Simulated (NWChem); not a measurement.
H2 cation, doublet

Program: NWChem. Spin-unrestricted. All runs use the structure optimised with PBE0/def2-SVP, spin-unrestricted. No stability test was run on the SCF state. Level: PBE/def2-SVP with SMD (1 M gas to 1 M solution), gas-phase geometry. Reactions with the solvent are ignored.

Task: Among these, which solvent gives the highest value of “cavity-dispersion-structure term (kcal/mol)”?
A) diethyl ether
B) water
C) 2-propanol
D) acetone

Result: B, water. Values: diethyl ether 0.4; 2-propanol 0.5; acetone 0.5; water 2.1
